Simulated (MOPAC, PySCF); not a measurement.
H9NOSi3, SMILES `O[Si@@H]([SiH3])[SiH2]N`, neutral singlet in the gas phase. 

Z-matrix (Å, degrees):
```
Si
O 1 1.6646
H 2 0.9676 1 111.93
H 1 1.4960 2 110.26 3 107.49
Si 1 2.3406 4 107.98 2 -120.99
H 5 1.4872 1 110.72 4 -177.11
H 5 1.4875 6 108.63 1 123.39
H 5 1.4894 6 108.36 7 117.49
Si 1 2.3517 4 110.37 2 113.42
N 9 1.7460 1 101.68 4 -90.62
H 10 1.0110 9 117.96 1 -153.64
H 10 1.0115 11 109.19 9 138.10
H 9 1.4877 10 105.49 11 -36.82
H 9 1.4943 13 107.34 10 -123.86
```
Charge 0, multiplicity 1.

All levels are single points at this geometry (r2SCAN-D4/def2-TZVP); Pople sets use spherical d functions. Orbital energies aren't observables, and empty levels follow the basis.

r2SCAN-D4/def2-TZVP in PySCF gives HOMO (eV) = -6.40.

**Question.** Estimate the HOMO (eV) from each of these levels: PBE-D3(BJ)/def2-TZVP in PySCF; B3LYP/3-21G in PySCF; B3LYP/6-311+G** in PySCF; B3LYP/6-31G* in PySCF; B3LYP/LANL2DZ in PySCF; M06-2X/6-31G* in PySCF; PBE/6-31G* in PySCF; SVWN5/6-31G* in PySCF; HF/6-31G* in PySCF; HF/STO-3G in PySCF; AM1 in MOPAC; PM3 in MOPAC.

**Answer.** 
```csv
level,HOMO (eV)
PBE-D3(BJ)/def2-TZVP in PySCF,-6.15
B3LYP/3-21G in PySCF,-6.78
B3LYP/6-311+G** in PySCF,-7.21
B3LYP/6-31G* in PySCF,-6.92
B3LYP/LANL2DZ in PySCF,-7.11
M06-2X/6-31G* in PySCF,-8.23
PBE/6-31G* in PySCF,-5.91
SVWN5/6-31G* in PySCF,-5.98
HF/6-31G* in PySCF,-9.92
HF/STO-3G in PySCF,-7.32
AM1 in MOPAC,-9.59
PM3 in MOPAC,-8.59
```
